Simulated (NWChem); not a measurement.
System: BeNH2F; SMILES [NH2][Be][F]

NWChem input:

```
start job
memory heap 200 mb stack 900 mb global 1100 mb
geometry units angstroms noautoz
  Be     0.000000     0.000000    -0.090862
  F      0.000000     0.000000    -1.476898
  N      0.000000     0.000000     1.412757
  H      0.000000    -0.824445     1.988716
  H      0.000000     0.824445     1.988716
end
basis spherical
  Be library pcseg-1
  F library pcseg-1
  N library pcseg-1
  H library pcseg-1
end
dft
  xc hfexch
  iterations 150
  mulliken
end
task dft energy
```

NWChem printed, in part:

```
             Northwest Computational Chemistry Package (NWChem) 7.3.0
             --------------------------------------------------------

 C2V symmetry detected

                             Geometry "geometry" -> ""
                             -------------------------

 Output coordinates in angstroms (scale by  1.889725989 to convert to a.u.)

  No.       Tag          Charge          X              Y              Z
 ---- ---------------- ---------- -------------- -------------- --------------
    1 Be                   4.0000     0.00000000     0.00000000    -0.10046205
    2 F                    9.0000     0.00000000     0.00000000    -1.48649805
    3 N                    7.0000     0.00000000     0.00000000     1.40315695
    4 H                    1.0000     0.00000000    -0.82444500     1.97911595
    5 H                    1.0000     0.00000000     0.82444500     1.97911595

 Effective nuclear repulsion energy (a.u.)      47.3894667750

      Symmetry information
      --------------------

 Group name             C2v
 Group number             16
 Group order               4
 No. of unique centers     4

  xc_inp: hfexch multiplicative factor not found.

                                 NWChem DFT Module
                                 -----------------

 Summary of "ao basis" -> "ao basis" (spherical)
 ------------------------------------------------------------------------------
       Tag                 Description            Shells   Functions and Types
 ---------------- ------------------------------  ------  ---------------------
 Be                         pcseg-1                  5        9   3s2p
 F                          pcseg-1                  6       14   3s2p1d
 N                          pcseg-1                  6       14   3s2p1d
 H                          pcseg-1                  3        5   2s1p

      Symmetry analysis of basis
      --------------------------

        a1         23
        a2          3
        b1          9
        b2         12

            General Information
            -------------------
          SCF calculation type: DFT
          Wavefunction type:  closed shell.
          No. of atoms     :     5
          No. of electrons :    22
           Alpha electrons :    11
            Beta electrons :    11
          Charge           :     0
          Spin multiplicity:     1
          Use of symmetry is: on ; symmetry adaption is: on
          Maximum number of iterations: 150
          AO basis - number of functions:    47
                     number of shells:    23
          Convergence on energy requested:  1.00D-06
          Convergence on density requested:  1.00D-05
          Convergence on gradient requested:  5.00D-04

              XC Information
              --------------
                     Hartree-Fock (Exact) Exchange  1.000

      Superposition of Atomic Density Guess
      -------------------------------------

 Sum of atomic energies:        -169.19092303

      Non-variational initial energy
      ------------------------------

 Total energy =    -169.878372
 1-e energy   =    -325.763311
 2-e energy   =     108.495472
 HOMO         =      -0.375256
 LUMO         =      -0.043650

      Symmetry analysis of molecular orbitals - initial
      -------------------------------------------------

  Numbering of irreducible representations:

     1 a1          2 a2          3 b1          4 b2

  Orbital symmetries:

     1 a1          2 a1          3 a1          4 a1          5 a1
     6 a1          7 b2          8 b1          9 b2         10 a1
    11 b1         12 a1         13 b2         14 b1         15 a1
    16 b2         17 a1         18 a1         19 b2         20 b1
    21 a1

     ---------------------------------------------
      Total Density - Mulliken Population Analysis
     ---------------------------------------------

    Atom       Charge   Shell Charges
 -----------   ------   -------------------------------------------------------
    1 Be   4     2.81   2.00  0.27  0.08  0.38  0.08
    2 F    9     9.72   2.00  0.97  0.98  3.67  2.11  0.00
    3 N    7     8.06   2.00  0.85  0.66  2.73  1.82  0.00
    4 H    1     0.70   0.60  0.07  0.04
    5 H    1     0.70   0.60  0.07  0.04

   convergence    iter        energy       DeltaE   RMS-Dens  Diis-err
 ---------------- ----- ----------------- --------- --------- ---------
 d= 0,ls=0.0,diis     1   -169.6837499470 -2.17D+02  1.11D-02  6.36D-01
 d= 0,ls=0.0,diis     2   -169.7337640565 -5.00D-02  4.06D-03  2.20D-01
 d= 0,ls=0.0,diis     3   -169.7528917968 -1.91D-02  1.13D-03  2.64D-03
 d= 0,ls=0.0,diis     4   -169.7535446406 -6.53D-04  3.04D-04  2.07D-04
 d= 0,ls=0.0,diis     5   -169.7535952484 -5.06D-05  1.26D-04  4.54D-05
  Resetting Diis
 d= 0,ls=0.0,diis     6   -169.7536046633 -9.41D-06  4.47D-05  1.95D-06
 d= 0,ls=0.0,diis     7   -169.7536054694 -8.06D-07  5.37D-06  7.10D-08

         Total DFT energy =     -169.753605469445
      One electron energy =     -329.051836139213
           Coulomb energy =      132.167606010150
    Exchange-Corr. energy =      -20.258842115356
 Nuclear repulsion energy =       47.389466774974

 Numeric. integr. density =        0.000000000000

                  Occupations of the irreducible representations
                  ----------------------------------------------

                     irrep           alpha         beta
                     --------     --------     --------
                     a1                7.0          7.0
                     a2                0.0          0.0
                     b1                2.0          2.0
                     b2                2.0          2.0

                       DFT Final Molecular Orbital Analysis
                       ------------------------------------

 Vector    9  Occ=2.000000D+00  E=-6.152799D-01  Symmetry=b2
              MO Center=  4.4D-19, -3.6D-16, -1.2D+00, r^2= 1.2D+00
   Bfn.  Coefficient  Atom+Function         Bfn.  Coefficient  Atom+Function
  ----- ------------  ---------------      ----- ------------  ---------------
    14      0.631281  2 F  py                17      0.460630  2 F  py
    28     -0.123406  3 N  py                31     -0.093078  3 N  py
    38      0.085049  4 H  s                 43     -0.085049  5 H  s
     5      0.063806  1 Be py                 8      0.048216  1 Be py

 Vector   10  Occ=2.000000D+00  E=-5.826943D-01  Symmetry=a1
              MO Center= -1.7D-16, -1.7D-15,  1.2D+00, r^2= 9.7D-01
   Bfn.  Coefficient  Atom+Function         Bfn.  Coefficient  Atom+Function
  ----- ------------  ---------------      ----- ------------  ---------------
    29      0.499269  3 N  pz                32      0.310048  3 N  pz
    38      0.199959  4 H  s                 43      0.199959  5 H  s
     6     -0.191515  1 Be pz                26     -0.170858  3 N  s
     1      0.139444  1 Be s                  2     -0.132592  1 Be s
    25     -0.074334  3 N  s                 18     -0.043898  2 F  pz

 Vector   11  Occ=2.000000D+00  E=-4.041669D-01  Symmetry=b1
              MO Center=  6.1D-17, -9.5D-18,  1.3D+00, r^2= 1.1D+00
   Bfn.  Coefficient  Atom+Function         Bfn.  Coefficient  Atom+Function
  ----- ------------  ---------------      ----- ------------  ---------------
    27      0.555379  3 N  px                30      0.524067  3 N  px
     4      0.097740  1 Be px                16     -0.074645  2 F  px
     7      0.072968  1 Be px                13     -0.071794  2 F  px

 Vector   12  Occ=0.000000D+00  E= 1.042399D-01  Symmetry=a1
              MO Center= -8.4D-15,  2.7D-14,  1.8D-01, r^2= 5.4D+00
   Bfn.  Coefficient  Atom+Function         Bfn.  Coefficient  Atom+Function
  ----- ------------  ---------------      ----- ------------  ---------------
     3      1.375305  1 Be s                 26     -0.758402  3 N  s
    12     -0.269669  2 F  s                  2     -0.191651  1 Be s
     9      0.154515  1 Be pz                39      0.127249  4 H  s
    44      0.127249  5 H  s                 25     -0.095241  3 N  s
    32      0.088610  3 N  pz                 1     -0.078951  1 Be s

 Vector   13  Occ=0.000000D+00  E= 1.434741D-01  Symmetry=b2
              MO Center= -7.8D-32, -2.6D-14, -1.6D-01, r^2= 4.2D+00
   Bfn.  Coefficient  Atom+Function         Bfn.  Coefficient  Atom+Function
  ----- ------------  ---------------      ----- ------------  ---------------
     8      1.036046  1 Be py                17     -0.248481  2 F  py
     5      0.196307  1 Be py                14     -0.174919  2 F  py
    39      0.149843  4 H  s                 44     -0.149843  5 H  s
    31     -0.111430  3 N  py                38      0.109525  4 H  s
    43     -0.109525  5 H  s                 28     -0.058903  3 N  py

 Vector   14  Occ=0.000000D+00  E= 1.749622D-01  Symmetry=b1
              MO Center=  1.2D-14,  6.0D-18, -1.3D-01, r^2= 4.5D+00
   Bfn.  Coefficient  Atom+Function         Bfn.  Coefficient  Atom+Function
  ----- ------------  ---------------      ----- ------------  ---------------
     7      1.077639  1 Be px                30     -0.396571  3 N  px
    16     -0.236355  2 F  px                27     -0.201449  3 N  px
    13     -0.168657  2 F  px                 4      0.152173  1 Be px

     ---------------------------------------------
      Total Density - Mulliken Population Analysis
     ---------------------------------------------

    Atom       Charge   Shell Charges
 -----------   ------   -------------------------------------------------------
    1 Be   4     2.91   2.00  0.20  0.01  0.56  0.15
    2 F    9     9.63   2.00  0.93  1.02  3.43  2.24  0.01
    3 N    7     7.86   2.00  0.78  0.73  2.47  1.88  0.01
    4 H    1     0.80   0.71  0.05  0.04
    5 H    1     0.80   0.71  0.05  0.04

     -------------------------------------------
      Total Density - Lowdin Population Analysis
     -------------------------------------------

[...]
```

Level: Hartree-Fock/pcseg-1. Coordinates come from a PBE0-D3(BJ)/def2-TZVP optimisation.
